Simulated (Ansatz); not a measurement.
This geometry of AlBBrH3 (6 atoms, charge 0, multiplicity 1) is a first-order saddle point.

Level of theory: RKS PBE/def2-SVP in Ansatz.

```xyz
6
Properties=species:S:1:pos:R:3
B -0.756 0.289 -0.905
Al 0.493 -0.069 0.813
Br 2.057 -1.738 0.711
H -1.598 1.172 -0.902
H -0.664 -0.369 -1.924
H 0.468 0.715 2.207
```

(1) Which two structures does it join? (They come from a converged band through this point; their orientation in space is the band's.)

(2) How far does it lie above each of them?

Results:

(1) No bond is made or broken. The dihedral H4–B1–Al2–Br3 goes from 89 to -89°. The two ends are copies of one structure, up to a mirror image or an exchange of like atoms.

First end point:

```xyz
6
Properties=species:S:1:pos:R:3
B -0.736 0.276 -0.875
Al 0.518 0.019 0.811
Br 1.683 -1.956 0.811
H -1.891 -0.117 -0.898
H -0.343 0.792 -1.908
H 0.769 0.986 2.060
```

Last end point:

```xyz
6
Properties=species:S:1:pos:R:3
B -0.736 0.276 -0.875
Al 0.519 0.017 0.810
Br 1.688 -1.954 0.810
H -0.347 0.799 -1.906
H -1.889 -0.122 -0.900
H 0.765 0.984 2.061
```

(2) 0.136 eV above the first and 0.136 eV above the second. This is the barrier of this one path; another mechanism may lie lower.

The run took 2.6 min on 1 thread of Intel(R) Xeon(R) Processor @ 2.70GHz (shared host), peak memory 0.15 GiB.
